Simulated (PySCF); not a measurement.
Species: CH9GaN2.
SMILES with atom numbers: `[CH3:1][NH:2][GaH2-:3][NH3+:4]` (hydrogens: H5, H6, H7 on C1; H8 on N2; H9, H10 on Ga3; H11, H12, H13 on N4)

Method: PBE0-D3(BJ)/def2-SVP geometry optimisation, gas phase (PySCF 2.14.0); density fitting, grid level 1; the optimiser is geomeTRIC in internal coordinates, started from a GFN2-xTB structure with every atom displaced at random (about 0.01 Å).

Step 0: E = -56520.8089 eV
```
atom  x, y, z in Å  |  force x, y, z in eV/Å
C1      1.9690    0.3942   -0.0464   -2.197   0.522  -0.115
N2      0.9556   -0.5968    0.3105    1.260   0.405   0.123
Ga3    -0.6186   -0.9444   -0.5822    0.277   0.050   0.417
N4     -1.8778    0.5382    0.3551   -1.522  -0.809   0.517
H5      1.5273    1.0419   -0.8501    0.500  -0.227   0.346
H6      2.1912    1.0673    0.8034    0.230   0.053  -0.013
H7      2.8909   -0.0182   -0.4238    0.838  -0.366  -0.316
H8      1.3897   -1.2672    0.9357   -0.432  -0.240   0.053
H9     -1.3278   -2.2174   -0.1097   -0.361  -0.601   0.229
H10    -0.7529   -0.4026   -2.0009   -0.026   0.348  -0.826
H11    -1.9757    0.3445    1.3680    0.281   0.246  -0.610
H12    -2.8495    0.5629   -0.0110    0.694  -0.124   0.129
H13    -1.5195    1.4660    0.2307    0.459   0.741   0.066
```

Step 1: E = -56520.9312 eV
```
atom  x, y, z in Å  |  force x, y, z in eV/Å
C1      1.9506    0.4153   -0.0305    0.180  -0.035  -0.118
N2      0.9329   -0.5394    0.3004   -0.194  -0.151  -0.016
Ga3    -0.6295   -0.9516   -0.6354    0.009   0.028  -0.112
N4     -1.9003    0.5336    0.3540   -0.018   0.255  -0.437
H5      1.6242    1.0470   -0.8727   -0.023   0.027  -0.031
H6      2.1899    1.1111    0.8026    0.029  -0.024  -0.018
H7      2.9182   -0.0386   -0.3527   -0.175   0.082   0.078
H8      1.2573   -1.2359    0.9623   -0.023   0.018   0.033
H9     -1.3639   -2.2607   -0.0967    0.106   0.155  -0.070
H10    -0.7544   -0.4456   -2.1435    0.039  -0.033   0.220
H11    -1.7950    0.2840    1.3283   -0.004   0.029   0.414
H12    -2.8961    0.5677    0.1306    0.055  -0.121   0.001
H13    -1.5322    1.4819    0.2325    0.019  -0.230   0.056
```

Task: Estimate the geometry and energy of step 2. (The exact step hangs on the optimiser's Hessian estimate; all steps are aligned on step 1, rigid shifts and turns removed.)

Result: E = -56520.9450 eV, largest force 0.171 eV/Å
```
atom  x, y, z in Å  |  force x, y, z in eV/Å
C1      1.9255    0.4061   -0.0446    0.150  -0.047   0.046
N2      0.9290   -0.5527    0.3419   -0.126   0.042  -0.108
Ga3    -0.6075   -0.9376   -0.6276   -0.095  -0.073   0.006
N4     -1.8900    0.5317    0.3571    0.028  -0.039   0.069
H5      1.5658    1.0122   -0.8941   -0.016  -0.013   0.017
H6      2.1855    1.1252    0.7611    0.012   0.001   0.003
H7      2.8833   -0.0444   -0.3803   -0.012   0.020   0.008
H8      1.2563   -1.2428    1.0091    0.048   0.073  -0.011
H9     -1.3505   -2.2430   -0.1326   -0.009  -0.002  -0.028
H10    -0.6917   -0.4040   -2.1137    0.028   0.031   0.045
H11    -1.8155    0.2839    1.3446   -0.038   0.078  -0.024
H12    -2.8776    0.5611    0.1050    0.003  -0.049  -0.016
H13    -1.5108    1.4727    0.2534    0.026  -0.020  -0.008
```

The energy changes by -0.0138 eV. The first-order estimate −F·Δx gives -0.0302 eV and the mean of the old and new forces, exact on a quadratic surface, -0.0130 eV. The step makes an angle of 78° with the force vector and moves no atom by more than 0.081 Å.

What follows is the cost of the whole optimisation. The run took 28 s on Intel Xeon 6975P-C, one thread, shared host, and the process peaked at 0.50 GiB of memory.
